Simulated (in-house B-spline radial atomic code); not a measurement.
Response of Cr VII (Cr6+) as one setting changes: the share of exact exchange in a PBE hybrid. A dash marks a strongly mixed or unbound state. Computed with an all-electron radial atomic-structure program (B-spline basis): linear response of the closed shell [Ne] 3s2 3p6 with the functional's adiabatic kernel; scalar-relativistic (spin-free one-electron X2C), finite nucleus, no spin-orbit coupling, no double excitations, S, P, D and F terms only. Only terms of natural parity with L up to 3 were computed.

```
share of exact exchange in a PBE hybrid  lowest 1P (eV)  lowest 3P, Tamm-Dancoff (eV)  minus highest occupied level (eV)  α (bohr³)
                                      0   3p → 3d 61.05                 3p → 3d 42.97                             148.59     0.8113
                                    0.1   3p → 3d 61.03                 3p → 3d 42.93                             149.93     0.8109
                                    0.2   3p → 3d 61.01                 3p → 3d 42.89                             151.28     0.8105
                                    0.3   3p → 3d 60.99                 3p → 3d 42.86                             152.63     0.8101
                                    0.4   3p → 3d 60.97                 3p → 3d 42.82                             153.97     0.8097
                                    0.5               ?                             ?                                  ?          ?
                                    0.6   3p → 3d 60.93                 3p → 3d 42.74                             156.66      0.809
                                    0.7   3p → 3d 60.91                 3p → 3d 42.70                             158.00     0.8086
                                    0.8               ?                             ?                                  ?          ?
                                    0.9   3p → 3d 60.87                 3p → 3d 42.63                             160.69      0.808
                                      1   3p → 3d 60.85                 3p → 3d 42.59                             162.03     0.8077
```

Task: What belongs in the row for 0.8?

Result: lowest 1P (eV): 3p → 3d 60.89; lowest 3P, Tamm-Dancoff (eV): 3p → 3d 42.67; minus highest occupied level (eV): 159.35; α (bohr³): 0.8083.

Task: What belongs in the row for 0.5?

Result: lowest 1P (eV): 3p → 3d 60.95; lowest 3P, Tamm-Dancoff (eV): 3p → 3d 42.78; minus highest occupied level (eV): 155.32; α (bohr³): 0.8094.
